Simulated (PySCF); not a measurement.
An element was calculated at UHF (PySCF 2.14, non-relativistic, a double-zeta basis, no spin-orbit coupling), in the ground configurations that NIST lists.

| Quantity | Value |
| --- | --- |
| electron affinity | -2.004 eV |
| first ionisation energy | 6.368 eV |
| second ionisation energy | 15.119 eV |
| third ionisation energy | 28.483 eV |
| polarisability of the atom | 85.6 bohr³ |

Problem. Which element is it?

Solution. Iron (Fe, Z = 26), in dyall-av2z. NIST lists 7.902, 16.199, 30.651 ± 0.012 eV for these ionisation energies.
